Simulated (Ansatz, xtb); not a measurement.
Isomers of C5H3BrFN in order of energy

4 gas-phase structures of C5H3BrFN, from a drawn sample of its isomers (lower ones may exist). Each was relaxed with GFN2-xTB:

A. `Fc1ccc(Br)cn1`, a singlet
B. `Fc1ncccc1Br`, a singlet
C. `C=C(F)/C(Br)=C/C#N`, a singlet
D. `Fc1ccnc(Br)c1`, a singlet

**Question.** Estimate their order in r2SCAN-D4/def2-SVP energy at these geometries, lowest first.

**Answer.** Calculated order at r2SCAN-D4/def2-SVP: A (0.0), B (2.5), D (12.4), C (180.5) kJ/mol. Less than 1 kcal/mol parts A and B, so the order within that pair means little.

Energies above the lowest of each column, in kJ/mol; the last columns are at PBE0-D3(BJ)/def2-SVP geometries and were run for some of them only (a dash: not run or not comparable):

```
structure  GFN2-xTB  HF/STO-3G  r2SCAN-D4/def2-SVP  PBE0-D3(BJ)/def2-SVP  CCSD(T)/def2-SVP + ΔMP2/def2-TZVPP
        A       0.0        0.0                 0.0                   0.0                                 0.0
        B       9.9        1.8                 2.5                   3.5                                 5.1
        D       1.0        4.9                12.4                  12.9                                13.9
        C     222.8      193.5               180.5                     –                                   –
```

Every level run on A puts it lowest or level with the lowest. Flexible structures stand in one conformer each, not always the lowest. Frequencies (GFN2-xTB) were run for A, B, D alone. ΔMP2 is the change of the MP2 energy from the smaller to the larger basis.

Over these structures GFN2-xTB departs from r2SCAN-D4/def2-SVP by 16.4 kJ/mol on average once a common shift is removed. A GFN2-xTB relaxation took about 0.064 s and the r2SCAN-D4/def2-SVP energy about 2.1 s on a shared host (Ansatz 0.2.0, xtb 6.7.1).
